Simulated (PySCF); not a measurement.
Working out the excitation energy of P

P [Ne] 3s2 3p3 (4S) → P [Ne] 3s1 3p3 3d1 (6D). Computed with PySCF 2.14 in aug-cc-pV(T+d)Z, with the non-relativistic Hamiltonian (point nucleus). Frozen: [Ne]. Energies in hartree (1 hartree = 27.21139 eV):

```json
{"part": "UHF", "P (lower)": "-340.716492", "P (upper)": "-340.261614"}
{"part": "MP2 opposite-spin", "P (lower)": "-0.061279", "P (upper)": "0.000000"}
{"part": "MP2 same-spin", "P (lower)": "-0.023156", "P (upper)": "-0.029405"}
```

What does Hartree-Fock give?

(-340.261614) − (-340.716492) = 0.454878 hartree = 12.378 eV.

What do MP2 and SCS-MP2 (6/5 opposite-spin, 1/3 same-spin) give?

The opposite-spin parts differ by 1.667 eV and the same-spin parts by -0.170 eV. MP2: 12.378 + (1.667) + (-0.170) = 13.875 eV. SCS-MP2: 12.378 + 1.2 × (1.667) + (-0.170)/3 = 14.322 eV.

The upper state lies above the first ionisation limit, but in LS coupling its spin forbids autoionisation to the ground ion.
